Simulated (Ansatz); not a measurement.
The cluster Ga₂H⁻ was relaxed with r2SCAN-D4 (def2-TZVPD) in Ansatz in these states: charge -1 quintet, charge -1 triplet. The geometries follow in no particular order.

A:

Cartesian coordinates in Å:
```
Ga 0.010 0.118 -0.234
Ga -0.097 -0.978 1.932
H 0.087 0.859 -1.698
```

B:

```xyz
3

Ga    0.6987    0.0937   -0.0669
Ga   -1.1159   -1.2179   -1.0910
H     0.4171    1.1241    1.1578
```

Question: Judge from the bond lengths which geometry belongs to which state (an estimate).

Answer: A is the charge -1 triplet (Ga1–Ga2 2.430 Å, Ga1–H3 1.643 Å); B is the charge -1 quintet (Ga1–Ga2 2.462 Å, Ga1–H3 1.625 Å).

At r2SCAN-D4/def2-TZVPD the highest occupied level of the charge -1 triplet lies above zero (up to 0.68 eV). It is a level of α spin, whose loss leaves a doublet; that state wasn't run at this geometry and level. The electron is either unbound and held by the finite basis, or the level is raised by self-interaction error. At r2SCAN-D4/def2-TZVPD the highest occupied level of the charge -1 quintet lies above zero (up to 1.55 eV). It is a level of α spin, whose loss leaves a quartet; that state wasn't run at this geometry and level. The electron is either unbound and held by the finite basis, or the level is raised by self-interaction error. At PBE0-D4/def2-TZVPD a triplet lies 1.86 eV below the charge -1 quintet. These are the stationary points nearest to one start from a short search; other shapes may lie lower in each state.
